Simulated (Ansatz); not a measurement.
`BCN=C=C` + `[SiH3]S` → `BS[SiH3]` + `C=C=NC` at 500 K and 1 bar (ligand exchange at a B–C bond).

Program: Ansatz. Geometries: PBE0-D4/def2-TZVP. ΔE: electronic, gas phase. CCSD(T)/CBS is the MP2 limit (def2-TZVPP, def2-QZVPP) plus CCSD(T) − MP2 in def2-TZVPP, frozen cores. Each species was taken in one conformer, which may not be the lowest.

```tsv
species	CCSD(T)/CBS energy (Eh)	H − E (kJ/mol)	S (J/(mol·K))
`BCN=C=C`	-197.17509	260.2	387.0
`[SiH3]S`	-689.27336	117.6	310.5
`BS[SiH3]`	-714.68055	162.1	357.9
`C=C=NC`	-171.80321	224.4	334.9
```

H − E and S are ideal-gas, rigid-rotor, harmonic terms from PBE0-D4/def2-TZVP, for one conformer and one mirror image of each species. 1 Eh = 2625.50 kJ/mol, R = 8.31446 J/(mol·K).

Task: By hand: ΔE, ΔH, ΔS and ΔG.

Result: ΔE = (-714.68055) + (-171.80321) − (-197.17509) − (-689.27336) = -0.03531 Eh = -92.7 kJ/mol. Δ(H − E) = 162.1 + 224.4 − 260.2 − 117.6 = 8.7, so ΔH = -84.0 kJ/mol. ΔS = 357.9 + 334.9 − 387.0 − 310.5 = -4.7 J/(mol·K). ΔG = -84.0 − 500 × (-4.7)/1000 = -81.7 kJ/mol.

Task: By hand: the equilibrium constant, and the temperature at which ΔG would vanish if ΔH and ΔS stayed fixed.

Result: log₁₀ K = −ΔG/(RT ln 10) = 8.5. ΔG = 0 at ΔH/ΔS = 17872 K, far beyond where these terms or the molecules hold.

The number of gas molecules stays the same, so ΔS is small and ΔH decides. A doubt of 5 kJ/mol in ΔE shifts log₁₀ K by 0.5 here. Other conformers and mirror images would add mixing entropy, several J/(mol·K) or more a flexible species. Modes under 60 cm⁻¹, often nearly free rotors, make the harmonic entropy too high. These are equilibria of isolated gas molecules and say nothing of rates. Largest T1 diagnostic: 0.014 (customary marks: 0.02 for closed shells, 0.045 for open ones).
